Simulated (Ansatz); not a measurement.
A run for Ansatz (an electronic-structure program): U-CCSD(T)/cc-pVDZ on GeH4 (SMILES [GeH4]), a point of a bond scan (R = 2.304 Å). The run froze 14 orbitals, filled d shells among them.

Ansatz 0.2 input:
```yaml
crystal:
  periodic: [false, false, false]
  atoms:
    - {symbol: Ge, position_ang: [-0.00000000, 0.00000000, 0.00000000]}
    - {symbol: H, position_ang: [-0.92386143, -1.32317411, -1.64407273]}
    - {symbol: H, position_ang: [0.57332193, -0.89073123, 1.11206704]}
    - {symbol: H, position_ang: [-1.08236259, 0.91830644, 0.58651322]}
    - {symbol: H, position_ang: [1.12494829, 0.85454086, -0.60253176]}
basis:
  gaussian:
    orbitals: cc-pVDZ
correlation: {method: ccsd_t, electrons: outside_noble_gas}
scf: {omitted_lower_state_checks: [cluster_reference]}
magnetization: {spin_polarized: true, initial_magnetization: 0}
```

It printed:

```
WARN ansatz: RAYON_NUM_THREADS=2 ignored (pool sized by the plan → 2); use --threads N
Functional definition: HF
these checks for a lower state are left out or cut short: cluster_reference
integrals: 0.02 GiB planned
497 factors; integrals over basis functions are off by at most 1.1e-3 eV
mean field: 0.11 GiB planned
mean field evaluation 1: about -56532.8769 eV, gradient 6.5e0 eV
mean field evaluation 2: about -56532.8787 eV, gradient 6.5e0 eV
mean field evaluation 4: about -56533.3492 eV, gradient 5.1e-1 eV
mean field evaluation 8: about -56533.3515 eV, gradient 1.9e-6 eV
mean field evaluation 16: about -56533.4331 eV, gradient 1.9e-3 eV
mean field -56533.43311551 eV, -2077.5653472576 hartree, gradient 4.5e-6 eV, S^2 0.303567; 2 other end points of the search recorded, 0 dependent functions left out
14 core orbitals not correlated
reference -56533.43311551 eV, -2077.5653472576 hartree; 4, 4 occupied and 29, 29 virtual orbitals, 497 factors
second order -2.88354193 eV of doubles, -0.00000000 eV of singles
coupled cluster: 0.09 GiB planned
cycle   1  -3.48837854 eV  change   -6.0e-1 eV  update   7.5e-2
cycle   2  -3.80676686 eV  change   -3.2e-1 eV  update   5.0e-2
cycle   3  -3.97321385 eV  change   -1.7e-1 eV  update   3.6e-2
cycle   4  -4.05163435 eV  change   -7.8e-2 eV  update   1.9e-2
cycle   5  -4.06099399 eV  change   -9.4e-3 eV  update   6.3e-3
cycle   6  -4.06680753 eV  change   -5.8e-3 eV  update   1.4e-3
cycle   7  -4.06596388 eV  change    8.4e-4 eV  update   5.1e-4
cycle   8  -4.06592004 eV  change    4.4e-5 eV  update   1.5e-4
cycle   9  -4.06592364 eV  change   -3.6e-6 eV  update   3.8e-5
cycle  10  -4.06591393 eV  change    9.7e-6 eV  update   1.0e-5
cycle  11  -4.06592316 eV  change   -9.2e-6 eV  update   2.9e-6
coupled cluster: 0.09 GiB planned
perturbative correction -0.09971376 eV, -0.0036644131 hartree
Total energy: -56537.59875243 eV, -2077.7184315908 hartree
Checks for a lower state left out: cluster_reference
```

The calculation finished and met its thresholds. Its determinant has ⟨S²⟩ = 0.30, a mixture of spin states.

Cost: roughly 1.8 core-seconds.
